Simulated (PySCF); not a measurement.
Gas-phase XPS of GeH2MeBr, computed

GeH2MeBr, CH5BrGe.
Bonds: Ge1–C4, Ge1–Br8. Hydrogens: H2, H3 on Ge1; H5, H6, H7 on C4.

Method: delta-SCF UKS SCAN, pcX-2 on the ionised atom, pcseg-1 elsewhere, spin-free X2C in PySCF 2.14.0. Each binding energy is the total energy of the core-ionised species, with the hole localised on one atom, minus that of the ground state; both are solved self-consistently, so orbital relaxation is included.

Task: List the computed XPS lines with their assignment.

Result: 
```json
{"atom(s)": "C4", "environment": "carbon bonded to Ge and 3 H", "level": "C 1s", "binding energy (eV)": "290.72", "count": "1"}
```

Task: What is the longest wavelength that can ionise C 1s of C4 vertically?

Result: λ = hc/E = 12398.42 eV Å / 290.72 eV = 42.647 Å.

Task: Which photon energy gives electrons from C 1s of C4 a kinetic energy of 50 eV, and what is their de Broglie wavelength?

Result: hν = 290.72 + 50 = 340.72 eV, recoil neglected; λ = 12.264 Å/√(E/eV) = 1.73 Å.

No level of bromine or germanium is listed. Isolated species at its PBE0-D3(BJ)/def2-SVP geometry, gas phase.

On one thread, x86-64 server, no GPU, shared host, this took 5.8 s of wall time.
